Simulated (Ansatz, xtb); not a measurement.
**Redistribution: CBr2F2 + C2H4F2 → CHBrF2 + C2H3BrF2**

Species: CBr2F2 (dibromodifluoromethane) `FC(F)(Br)Br`, singlet; C2H4F2 (1,1-difluoroethane) `CC(F)F`, singlet; CHBrF2 (bromodifluoromethane) `FC(F)Br`, singlet; C2H3BrF2 (2-bromo-1,1-difluoroethane) `FC(F)CBr`, singlet. The partners trade Br for H; both sit on C, so the bond types are kept.

Shapes, held fixed at every level: PBE0-D4/def2-TZVP. Flexible molecules stand in one conformer, not always the lowest. Programs: Ansatz 0.2.0, xtb 6.7.1. Electronic energies: no zero-point or thermal term.

| level | kind | ΔE (kJ/mol) | less CCSD(T)/def2-TZVPP |
| --- | --- | --- | --- |
| GFN0-xTB | semi-empirical | +18.0 | +28.0 |
| HF/def2-TZVPP | Hartree–Fock | -23.8 | -13.8 |
| PBE-D4/def2-TZVPP | GGA | +1.4 | +11.4 |
| r2SCAN-D4/def2-TZVPP | meta-GGA | +0.5 | +10.5 |
| PBE0-D4/def2-TZVPP | global hybrid | -5.0 | +5.0 |
| wB97X-V/def2-TZVPP | range-separated hybrid | -5.8 | +4.2 |
| B2PLYP/def2-TZVPP | double hybrid | -6.5 | +3.5 |
| CCSD(T)/def2-TZVPP | coupled cluster or CI | -10.0 | 0.0 |

The highest level, CCSD(T)/def2-TZVPP, gives ΔE = -10.0 kJ/mol; the levels span -23.8 to +18.0. They disagree on the sign: 3 of 8 are positive. The column of differences is taken from that level and isn't an error. No measured value is set beside it here. Relativity is left out for Br. Outer-core shells of Br are correlated, in sets that cover them unevenly.
